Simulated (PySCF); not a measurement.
# Structure from NMR data

The spectra below were simulated for a compound C₅H₁₃NO₃Si.

1H NMR (500 MHz, computed): δ 4.43 (m, 2H), 4.31 (m, 2H), 4.00 (q, 2H), 2.10 (m, 1H), 1.22 (m, 1H), 1.21 (t, 3H), 0.31 (br s, 2H).

13C{1H} NMR (computed): δ 68.6 (CH2, 2C), 61.8 (CH2), 36.3 (CH2), 20.2 (CH3).

Method: NMR shieldings at PBE0/pcSseg-1/GIAO, GFN2-xTB geometry, in PySCF 2.14.0 with density-fitted response routines (no solvent, rapidly exchanging positions averaged, one conformer, non-relativistic).

References, each an isolated molecule treated in the same way: TMS for 1H and 13C.

Which of these isomers gave the spectra?
A. CC(=O)O[Si@H](N)OC(C)C
B. CN[Si@@H]1OCC[C@H](OC)O1
C. CCO[Si]1(N)OCCCO1

Answers

C. 

1. The formula gives 1 degree of unsaturation (1 ring in the answer).
2. 4 carbon signals for 5 carbons: some carbons are equivalent by symmetry or fast rotation.
3. Carbon types of the structure: 4 × CH2, 1 × CH3, leaving 2 H on heteroatoms.
4. δC 68.6, 61.8: sp3 CH2 bonded to O; deshielded by the electronegative neighbour.
5. δC 36.3: sp3 CH2 in a ring; aliphatic region, no heteroatom directly attached.
6. δC 20.2: methyl carbon; aliphatic region, no heteroatom directly attached.
7. δH 4.43, 4.31, 4.00: hydrogen on an sp3 CH2 bonded to O; its carbon carries O, an electronegative neighbour.
8. δH 0.31: hydrogen on a nitrogen bonded to Si; labile proton, position sensitive to the medium.

The others: CN[Si@@H]1OCC[C@H](OC)O1 would give 5 carbon signals, not 4; CC(=O)O[Si@H](N)OC(C)C would give 5 carbon signals, not 4.

OH and NH positions are those of a molecule without intermolecular hydrogen bonds; in solution they move with solvent, concentration and temperature, and exchange usually removes their couplings. Shifts are as computed. Against solution values, carbons near 30 ppm lie about +3 ppm off and those near 130 ppm about +5 ppm. Of 1211 compounds with measured shifts, 218 miss one by over three times the rms of a fit or turn the order of signals round; such compounds aren't used in these exercises. Multiplicities follow the n + 1 count of equivalent neighbours, as no J values were calculated; m marks all less simple cases, F and P coupling included.
